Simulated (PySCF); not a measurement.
Excitations are Tamm–Dancoff values on a coarser integration grid. The basis has no diffuse functions, so Rydberg states are missing or too high.

Species: BI3, SMILES `IB(I)I` (charge 0, multiplicity 1).

Problem. What is the computed T1 excitation (TDA), S1 excitation (TDA), HOMO–LUMO gap, LUMO and HOMO (ωB97X-D3(BJ)/def2-TZVP // B3LYP-D3(BJ)/def2-SVP (PySCF))?

Solution. 
```json
{
  "T1 excitation (TDA)": "3.92 eV",
  "S1 excitation (TDA)": "4.05 eV",
  "HOMO–LUMO gap": "9.09 eV",
  "LUMO": "-0.60 eV",
  "HOMO": "-9.68 eV"
}
```
